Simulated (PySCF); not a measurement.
System: C2H9OSi2 (charge 0, doublet). It need not be the lowest isomer of its formula. 
Coordinates optimised at B3LYP-D3(BJ)/def2-TZVP (Ansatz):
```xyz
14

Si    -0.8104    -0.0457    -0.4983
C     -1.5870     1.6238    -0.7824
C     -1.6027    -0.9492     0.9306
O      0.7954     0.1913    -0.1852
Si     2.1800    -0.4399     0.4158
H     -0.9177    -0.8708    -1.7282
H     -2.6448     1.5209    -1.0367
H     -1.0928     2.1496    -1.6015
H     -1.5131     2.2457     0.1125
H     -1.1324    -1.9210     1.0951
H     -1.5167    -0.3729     1.8547
H     -2.6646    -1.1211     0.7384
H      1.9193    -1.0784     1.7400
H      3.1627     0.6668     0.5738
```
Charge 0, spin multiplicity 2.

Dispersion corrections to the total energy (kcal/mol) from the dftd3 and dftd4 libraries through PySCF: D3(BJ) without and D4 with the three-body term, each with the damping fitted for the functional named.

```tsv
functional	D3(BJ)	D4
PBE	-7.33	-7.44
PBE0	-6.59	___
HSE06	-5.38	-5.97
TPSSh	-8.80	___
B3LYP	-13.04	-11.92
B2PLYP	___	-5.23
BHLYP	-10.58	-9.32
```

### Question
Some entries are withheld; supply them.

### Answer

- PBE0, D4: -6.37
- TPSSh, D4: -9.13
- B2PLYP, D3(BJ): -6.35
